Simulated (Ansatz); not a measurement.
Reactions of AlH3S (`[AlH2][SH]`).

Calculated with Ansatz (gas phase, PBE0-D4/def2-TZVP geometries, no zero-point term in ΔE). CCSD(T)/CBS is the MP2 limit (def2-TZVPP, def2-QZVPP) plus CCSD(T) − MP2 in def2-TZVPP, frozen cores. Small cases extrapolate CCSD(T) itself. DFT in def2-TZVPP. B3LYP here is the variant with VWN-RPA as its local correlation; programs differ in this. No spin–orbit coupling; open shells (•) take unrestricted orbitals. Spin–orbit coupling would lower the free atoms: a little for Al, S. Each species was taken in one conformer, which may not be the lowest.

```tsv
reaction	HF/CBS(def2) (kJ/mol)	B3LYP-D4 (kJ/mol)	ωB97X-V (kJ/mol)
`[AlH2][SH]` + `N=C=CO` → `N=C=C[O][AlH2]` + H₂S	-30	-28	-23
`[AlH2][SH]` → Al• + 3 H• + S•	982	1300	1320
`[AlH2][SH]` + `C=N` → `C=[N][AlH2]` + H₂S	38	32	40
`[AlH2][SH]` + `O[Si](O)(O)O` → `O[Si](O)(O)[O][AlH2]` + H₂S	-53	-45	-41
`[AlH2][SH]` + `C=CCO` → `C=CC[O][AlH2]` + H₂S	-21	-21	-17
`[AlH2][SH]` + `CC(N)=S` → `CC(=S)[NH][AlH2]` + H₂S	35	28	32
`[AlH2][SH]` + `N[SiH2][SiH3]` → `[AlH2][NH][SiH2][SiH3]` + H₂S	13	9	13
```

Question: Give the CCSD(T)/CBS values in the same order. (Estimate.)

Answer: The calculation gave: -22, 1315, 42, -41, -15, 28, 11 kJ/mol.

Largest T1 diagnostic: 0.018, for Al•.

Extrapolated directly: `[AlH2][SH]` → Al• + 3 H• + S•.
